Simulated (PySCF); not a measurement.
Lowest empty level (eV) of eight silicon and germanium compounds: PBE beside CAM-B3LYP, computed with PySCF for isolated molecules in the bases named; differences from unrounded values. The eight are the first of their class met in an unordered collection, after screening for sound electronic states; none was chosen by its value. Each molecule has one DFT geometry for both levels.

```csv
molecule,basis,CAM-B3LYP
"C2H8FNOSi, SMILES CC[Si@](N)(O)F",def2-TZVP,1.45
"C2H6F2OSi, SMILES OC[Si@H](F)CF",def2-TZVP,1.02
"C₄H₅NSi, SMILES C#C[SiH](N)C#C",def2-TZVP,0.43
"CH3Cl3OSi, SMILES Cl[Si](Cl)(Cl)OC",def2-TZVP,0.78
"C₄H₁₂Si₂, SMILES C[SiH2][SiH2]C(=C)C",def2-TZVP,0.83
"C₂H₄ClNOSi, SMILES C[Si@@H](Cl)OC#N",def2-TZVP,0.87
"F₂H₅NSi₂, SMILES F[SiH](F)N[SiH3]",def2-TZVP,0.88
"Si(Cl)3(vinyl) (C2H3Cl3Si), SMILES C=C[Si](Cl)(Cl)Cl",def2-TZVP,-0.13
```

Question: Estimate the PBE values and say how PBE differs from CAM-B3LYP over the set. (The exact figures need the calculation; the answer reports its results.)

Answer: 
```
molecule                                                PBE  difference
----------------------------------------------------  -----  ----------
C2H8FNOSi, SMILES CC[Si@](N)(O)F                      -0.16       -1.61
C2H6F2OSi, SMILES OC[Si@H](F)CF                       -0.96       -1.98
C₄H₅NSi, SMILES C#C[SiH](N)C#C                        -1.55       -1.98
CH3Cl3OSi, SMILES Cl[Si](Cl)(Cl)OC                    -1.38       -2.16
C₄H₁₂Si₂, SMILES C[SiH2][SiH2]C(=C)C                  -1.25       -2.08
C₂H₄ClNOSi, SMILES C[Si@@H](Cl)OC#N                   -1.10       -1.97
F₂H₅NSi₂, SMILES F[SiH](F)N[SiH3]                     -0.88       -1.77
Si(Cl)3(vinyl) (C2H3Cl3Si), SMILES C=C[Si](Cl)(Cl)Cl  -2.28       -2.14
```
PBE lies below CAM-B3LYP in 8 and above it in 0 of the eight; the mean signed difference is -1.96 and the largest -2.16 eV.
